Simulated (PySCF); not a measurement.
**Nuclear quadrupole coupling in `C#[C][AlH-]1[O+](C)[AlH2-][O+]1C`**

C4H10Al2O2.
Atom-mapped SMILES: `[CH:1]#[C:2][AlH-:3]1[O+:4]([CH3:5])[AlH2-:6][O+:7]1[CH3:8]` (hydrogens: H9 on C1; H10 on Al3; H11, H12, H13 on C5; H14, H15 on Al6; H16, H17, H18 on C8)

Structure used (PBE0-D3(BJ)/def2-SVP), in Å, numbered top down from 1:
```xyz
18
C4H10Al2O2 angstrom
C     -1.0762    2.4834   -2.1693
C     -0.5376    1.9218   -1.2272
Al     0.3187    1.0499    0.2601
O      1.2228   -0.4634   -0.3098
C      2.3055   -0.5780   -1.2082
Al     0.1459   -1.7797    0.4611
O     -0.7902   -0.2503    0.9794
C     -2.0377   -0.1063    1.6234
H     -1.5523    2.9766   -2.9988
H      1.0936    1.9104    1.3380
H      3.2643   -0.5506   -0.6669
H      2.2376   -1.5260   -1.7639
H      2.2797    0.2459   -1.9381
H      0.8569   -2.4898    1.6940
H     -0.6412   -2.6197   -0.6375
H     -2.5605    0.7829    1.2385
H     -1.9044   -0.0025    2.7118
H     -2.6704   -0.9848    1.4241
```

Field gradients from the PBE0/pcSseg-1 density (PySCF, non-relativistic), principal values in atomic units, ordered |Vxx| ≤ |Vyy| ≤ |Vzz|:

```csv
atom,Vxx,Vyy,Vzz
Al3,0.0152,0.6320,-0.6473
O4,-0.2485,-1.3464,1.5949
Al6,0.0224,0.7133,-0.7358
O7,-0.2485,-1.3471,1.5956
```

Q: Find the asymmetry η = (Vxx − Vyy)/Vzz and the couplings χ = eQV/h (234.96 MHz × Q in barn × V in au), with Q(27Al) = 0.1466 b, Q(17O) = −0.0256 b.

A: 
```csv
atom,environment,nucleus,η,χzz (MHz),χxx (MHz),χyy (MHz)
Al3,"aluminium bonded to C, 2 O and H",27Al,0.95,-22.30,0.52,21.77
O4,oxygen bonded to 2 Al and C,17O,0.69,-9.59,1.49,8.10
Al6,aluminium bonded to 2 O and 2 H,27Al,0.94,-25.34,0.77,24.57
O7,oxygen bonded to 2 Al and C,17O,0.69,-9.60,1.49,8.10
```

At Al3 and Al6 η is above 0.9: Vyy and Vzz are nearly equal in size and opposite in sign, so a small change could swap them and flip the sign of χzz. The tensor is traceless: Vxx + Vyy + Vzz = 0.

Q: What is Vzz at Al6 in SI units (1 au = 9.71736 × 10²¹ V/m²)?

A: -0.7358 au = -7.150 × 10²¹ V/m².

Were the hydrogens deuterons (Q(2H) = 0.00286 b), χzz would run from 72 kHz (H15 and H14) to 228 kHz (H9).

Isolated species at its PBE0-D3(BJ)/def2-SVP geometry, gas phase. The small basis limits the accuracy of the gradients.
